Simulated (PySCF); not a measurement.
Molecular orbitals of GdB

PBE at R = 2.291 Å; basis Gd x2c-TZVPall, B x2c-TZVPall; spin-free X2C with a Gaussian nucleus; PySCF 2.14. State: Ms = 4.5 determinant of mixed spin, about 7.3 electrons in the 4f shell (Mulliken). Only the outer orbitals are listed, counted within each symmetry.

```
spin  orbital  occ.  ε (eV)  on Gd (%)  main shells (%)
   α       8π     1   -4.13         49  50 B p, 46 Gd d
   α       8π     1   -4.13         49  50 B p, 46 Gd d
   α      15σ     1   -3.97         91  78 Gd s, 9 Gd p
   α      16σ     0   -3.00         59  49 Gd d, 33 B p
   α       4δ     0   -2.62        100         100 Gd d
   α       4δ     0   -2.62        100         100 Gd d
   β      14σ     1   -3.64         47  50 B p, 30 Gd f
   β       1φ     0   -3.39        100         100 Gd f
   β       1φ     0   -3.39        100         100 Gd f
   β       3δ     0   -3.09        100         100 Gd f
```

Question: Which are the highest filled and the lowest empty level, where do they sit, and how wide is the gap?

Answer: Highest filled β 14σ at -3.64 eV (in %: 50 B p, 30 Gd f); lowest empty β 1φ at -3.39 eV (in %: 100 Gd f); the gap at PBE is 0.25 eV.

```json
{
 "bond order (Mayer)": "2.11",
 "⟨S²⟩": "25.204",
 "charge on Gd (Mulliken, basis-dependent)": "0.35",
 "charge on Gd (Löwdin, basis-dependent)": "0.37",
 "dipole moment (positive dipole means Gd(−)B(+))": "-3.75 D",
 "polarisability along the bond": "180.8 bohr³",
 "polarisability across the bond": "141.7 bohr³"
}
```

Spin–orbit coupling is left out. The state is the lowest single determinant that the PBE0 search found; with open d or f shells the true ground state can be another one.
